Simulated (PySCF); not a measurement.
Gas-phase reaction: GeCl2 + 4 ClF → GeF4 + 3 Cl2, at 600 K and a standard pressure of 1 bar. Level: MP2/def2-TZVPP†.

Energies from PySCF, thermal terms from the rigid-rotor harmonic-oscillator model, ideal gas at 1 bar. † marks an energy on the PBE0/def2-TZVP geometry and frequencies. MP2 freezes the core. All species are closed-shell singlets. Ge: all electrons, no relativistic terms. MP2 isn't extrapolated to the basis-set limit; its ΔH°(298 K) is -863.9 kJ in def2-SVP and -877.0 kJ in def2-TZVPP. The harmonic model lacks anharmonicity and excited electronic states, which grow with temperature; levels with a mode under 35 cm⁻¹ are left out.

```
species       E (Ha)  H(600 K) − E (kJ/mol)  S°(600 K) (J/mol/K)
-------  -----------  ---------------------  -------------------
GeCl2    -2995.08119                   35.7                334.3
ClF       -559.34451                   24.0                241.1
GeF4     -2474.70861                   71.1                366.8
Cl2       -919.36243                   23.2                247.3
```
E: electronic energy; H − E holds the zero-point and thermal terms. 1 Ha = 2625.5 kJ/mol.

Question: Work out ΔH°, ΔS°, ΔG° and log10 K from these numbers.

Answer: 1. ΔE = 1×(-2474.70861) + 3×(-919.36243) − 1×(-2995.08119) − 4×(-559.34451) = -0.33667 Ha = -883.9 kJ.
2. Δ(H − E) = 1×(71.1) + 3×(23.2) − 1×(35.7) − 4×(24.0) = 9.0 kJ, so ΔH° = -874.9 kJ.
3. ΔS° = 1×(366.8) + 3×(247.3) − 1×(334.3) − 4×(241.1) = -190.0 J/K; the number of gas molecules changes by -1.
4. ΔG° = ΔH° − TΔS° = -874.9 − 600×(-190.0)/1000 = -760.9 kJ.
5. log10 K = −ΔG°/(RT ln 10) = 66.22, with RT ln 10 = 11.49 kJ/mol; at standard pressures the products are favoured.
6. A shift of 10 kJ in ΔE would move log10 K by 0.87 here.
For scale, ΔH°(298 K) is -877 kJ at this level, -787 kJ at ωB97M-V/def2-TZVP†, and runs from -877 to -497 kJ over the 20 levels computed.
